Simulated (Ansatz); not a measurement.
Ideal-gas functions of CH$_{5}$NOSi (`O=CN[SiH3]`) at 600 K and 1 bar, from an Ansatz frequency run at PBE0-D4/def2-TZVP.

Molar mass 75.14 g/mol, point group Cs (symmetry number 1), electronic degeneracy 1, moments of inertia 35.2, 124.047, 153.266 u Å². Harmonic wavenumbers (cm⁻¹, unscaled): 147, 180, 250, 538, 613, 705, 706, 869, 939, 943, 954, 1043, 1148, 1400, 1427, 1793, 2238, 2261, 2265, 2976, 3641.

Use S(trans) = R[1.5 ln M + 2.5 ln T − 1.1517]; rotational temperatures θ = 24.2544 K / I; S(rot) = R[ln(√π/σ · √(T³/θAθBθC)) + 1.5]; for each mode x = 1.438777 ν̃/T, S = R[x/(eˣ − 1) − ln(1 − e⁻ˣ)] and H = RT x/(eˣ − 1); 1 cm⁻¹ = 0.0119627 kJ/mol; R = 8.31446 J/(mol·K).

**Question.** By hand: the entropy, in J/(mol·K).

**Answer.** Translation 177.3. Rotation: θ = 0.689, 0.1955, 0.1583 K, giving 113.0. Vibration, mode by mode: 17.03, 15.36, 12.69, 6.75, 5.82, 4.87, 4.86, 3.57, 3.13, 3.10, 3.04, 2.57, 2.11, 1.30, 1.24, 0.61, 0.25, 0.24, 0.24, 0.05, 0.01, in all 88.8. Electronic 0.0. Sum 379.1 J/(mol·K).

**Question.** By hand: H − E and G − E in kJ/mol, counted from the electronic energy.

**Answer.** Zero-point energy ½ × 27036 × 0.0119627 = 161.7; thermal vibration 29.6; translation, rotation and pV give 4 RT = 20.0. H − E = 211.3 kJ/mol, and G − E = 211.3 − 600 × 379.1/1000 = -16.2 kJ/mol.

Vibration gives 23 % of the entropy, 17.0 J/(mol·K) of it from the mode under 150 cm⁻¹: soft modes count most, and the harmonic formula is weakest for them. The sum counts one conformer and one mirror image; others add a mixing term.
